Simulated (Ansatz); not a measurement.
These are frozen-core CCSD(T)/cc-pVTZ // B3LYP-D3(BJ)/def2-TZVP in Ansatz (a first-principles code) values and carry that method's errors.

Ansatz 0.2 input:
```yaml
crystal:
  periodic: [false, false, false]
  atoms:
    - { symbol: Si, position_ang: [0.180045, 2.451952, -0.009914] }
    - { symbol: Al, position_ang: [-0.015551, -0.002631, 0.014979] }
    - { symbol: Si, position_ang: [2.033566, -1.369033, -0.011255] }
    - { symbol: Si, position_ang: [-2.227151, -1.085029, 0.031386] }
    - { symbol: H, position_ang: [-0.901861, 3.114494, 0.766026] }
    - { symbol: H, position_ang: [0.064017, 2.928779, -1.416806] }
    - { symbol: H, position_ang: [1.481362, 2.942916, 0.514496] }
    - { symbol: H, position_ang: [2.847639, -1.10254, 1.20609] }
    - { symbol: H, position_ang: [2.878482, -1.015005, -1.184631] }
    - { symbol: H, position_ang: [1.778498, -2.83187, -0.068335] }
    - { symbol: H, position_ang: [-2.454574, -1.725877, 1.356585] }
    - { symbol: H, position_ang: [-3.35319, -0.145053, -0.206289] }
    - { symbol: H, position_ang: [-2.311284, -2.161102, -0.992331] }
basis:
  gaussian: { orbitals: cc-pVTZ }
correlation:
  method: ccsd_t
```

Output:

```
Functional definition: HF
1505 factors; integrals over basis functions are off by at most 1.0e-3 eV
mean field evaluation 1: about -30310.4682 eV, gradient 1.8e1 eV
mean field evaluation 2: about -30310.6786 eV, gradient 1.8e1 eV
mean field evaluation 4: about -30313.0126 eV, gradient 1.6e0 eV
mean field evaluation 8: about -30313.0222 eV, gradient 3.0e-1 eV
mean field evaluation 16: about -30310.4683 eV, gradient 1.8e1 eV
mean field -30313.02304382 eV, -1113.9830499555 hartree, gradient 3.5e-6 eV, S^2 0.000000; 0 other end points of the search recorded, 0 dependent functions left out
20 core orbitals not correlated
reference -30313.02304382 eV, -1113.9830499555 hartree; 12, 12 occupied and 230, 230 virtual orbitals, 1505 factors
second order -12.50534921 eV of doubles, -0.00000000 eV of singles
cycle   1  -14.19497545 eV  change    -1.7e0 eV  update   1.0e-1
cycle   2  -14.80798726 eV  change   -6.1e-1 eV  update   3.5e-2
cycle   3  -14.84631286 eV  change   -3.8e-2 eV  update   1.1e-2
cycle   4  -14.83995648 eV  change    6.4e-3 eV  update   3.9e-3
cycle   5  -14.83787768 eV  change    2.1e-3 eV  update   1.2e-3
cycle   6  -14.83762399 eV  change    2.5e-4 eV  update   4.0e-4
cycle   7  -14.83768305 eV  change   -5.9e-5 eV  update   1.2e-4
cycle   8  -14.83772328 eV  change   -4.0e-5 eV  update   4.6e-5
cycle   9  -14.83772212 eV  change    1.2e-6 eV  update   1.7e-5
perturbative correction -0.50881378 eV, -0.0186985617 hartree
Total energy: -30328.36957973 eV, -1114.5470247477 hartree
```

Cost: around 8 core-minutes (rough).
